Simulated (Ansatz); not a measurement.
Isolated molecules relaxed with PBE0-D4/def2-TZVP in Ansatz; ΔE leaves out vibrations. CBS: MP2 limit from def2 TZ/QZ plus the TZ coupled-cluster correction, frozen cores. This one scheme is used for every species.

Reaction (silylene formation by 1,1-elimination): `CC(F)([SiH3])Cl` → `CC(F)Cl` + `[SiH2]`

```tsv
species	CCSD/def2-SVP energy (Eh)
`CC(F)([SiH3])Cl`	-927.47095
`CC(F)Cl`	-637.35820
`[SiH2]`	-290.03973
```

(1) Work out ΔE.

Largest T1 diagnostic among the species: 0.014.

Results:

(1) ΔE = (-637.35820) + (-290.03973) − (-927.47095) = 0.07302 Eh = +1.99 eV. CCSD(T)/CBS gives +2.21 eV.

At CCSD(T), def2-SVP lies −0.16 eV from the extrapolated value and def2-TZVPP −0.09 eV. From BLYP to BHLYP (50 % exact exchange), in def2-TZVPP and without D4, ΔE moves by +0.20 eV.
